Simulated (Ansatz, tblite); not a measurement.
Cost and result up the ladder for (HBe-mu-H)2 (Be₂H₄) (6 atoms). Total charge 0; singlet. Geometry: PBE-D4/def2-TZVP.

Cartesian coordinates in Å:
```
Be -0.0738 0.5089 -0.8667
H -0.1719 1.1811 -2.0217
H 0.8918 0.5748 0.2607
Be 0.0730 -0.5079 0.8674
H 0.1747 -1.1844 2.0195
H -0.8938 -0.5724 -0.2591
```

Ansatz on 4 threads of Arm Neoverse V2 on a shared host; xTB runs through tblite on one thread. Times are rough, summed over both states, and most runs start from the orbitals of an earlier one. PBE0-D4/def2-TZVP serves as the yardstick here, not as an exact answer. The other state is a triplet.

The xTB rows come from tblite. HOMO above LUMO, or a gap near zero within one spin, warns that the state may not be the lowest or that an electron is smeared out.

xTB has no spin-polarisation term.

| level | functions | wall time |
| --- | --- | --- |
| GFN2-xTB | 12 | 0.002 s |
| GFN1-xTB | 16 | 0.004 s |
| PBE-D4/def2-TZVP | 62 | 0.6 s |
| PBE0-D4/def2-TZVP (with forces) | 62 | 0.95 s |
| r2SCAN-D4/def2-TZVP | 62 | 1.3 s |

Problem. Estimate what each level gives for the vertical triplet (eV).

Solution. 
```tsv
level	vertical triplet (eV)	difference from PBE0-D4/def2-TZVP (eV)	remarks
GFN2-xTB	5.32	0.57	–
GFN1-xTB	4.80	0.05	–
PBE-D4/def2-TZVP	4.23	-0.51	gap within one spin near zero (triplet)
PBE0-D4/def2-TZVP (with forces)	4.75	0.00	–
r2SCAN-D4/def2-TZVP	4.43	-0.32	–
```
